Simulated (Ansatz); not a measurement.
Problem. Name a neutral molecule of Cl, I, Si and H with zero-point energy (PBE0-D4/def2-TZVP) between 48 and 64 kJ/mol and LUMO energy (PBE/def2-TZVPP) between -1.90 and -1.60 eV (Ansatz, PBE0-D4/def2-TZVP geometry).

Solution. `Cl[SiH2]I` (51.4 kJ/mol, -1.74 eV). Other molecules can fit too; these were computed, each in one conformer that needn't be the lowest.
